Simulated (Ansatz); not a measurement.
`OC(F)B(F)F` → `[CH]F` + `OB(F)F` at 400 K and 1 bar (formal loss of a carbene).

Calculated with Ansatz (gas phase, PBE0-D4/def2-TZVP geometries, no zero-point term in ΔE). CCSD(T)/CBS is the MP2 limit (def2-TZVPP, def2-QZVPP) plus CCSD(T) − MP2 in def2-TZVPP, frozen cores. This one scheme is used for every species. Each species was taken in one conformer, which may not be the lowest.

| species | CCSD(T)/CBS energy (Eh) | H − E (kJ/mol) | S (J/(mol·K)) |
| --- | --- | --- | --- |
| `OC(F)B(F)F` | -438.71406 | 146.2 | 369.3 |
| `[CH]F` | -138.29972 | 46.3 | 233.5 |
| `OB(F)F` | -300.33752 | 83.9 | 290.6 |

H − E and S are ideal-gas, rigid-rotor, harmonic terms from PBE0-D4/def2-TZVP, for one conformer and one mirror image of each species. 1 Eh = 2625.50 kJ/mol, R = 8.31446 J/(mol·K).

Question: By hand: ΔE, ΔH, ΔS and ΔG.

Answer: ΔE = (-138.29972) + (-300.33752) − (-438.71406) = 0.07682 Eh = 201.7 kJ/mol. Δ(H − E) = 46.3 + 83.9 − 146.2 = -16.0, so ΔH = 185.7 kJ/mol. ΔS = 233.5 + 290.6 − 369.3 = 154.8 J/(mol·K). ΔG = 185.7 − 400 × (154.8)/1000 = 123.8 kJ/mol.

Question: By hand: the equilibrium constant, and the temperature at which ΔG would vanish if ΔH and ΔS stayed fixed.

Answer: log₁₀ K = −ΔG/(RT ln 10) = -16.2. ΔG = 0 at ΔH/ΔS = 1200 K.

The number of gas molecules changes by +1, which sets the sign of ΔS. A doubt of 5 kJ/mol in ΔE shifts log₁₀ K by 0.7 here. Other conformers and mirror images would add mixing entropy, several J/(mol·K) or more a flexible species. Modes under 60 cm⁻¹, often nearly free rotors, make the harmonic entropy too high. These are equilibria of isolated gas molecules and say nothing of rates. Largest T1 diagnostic: 0.018 (customary marks: 0.02 for closed shells, 0.045 for open ones).
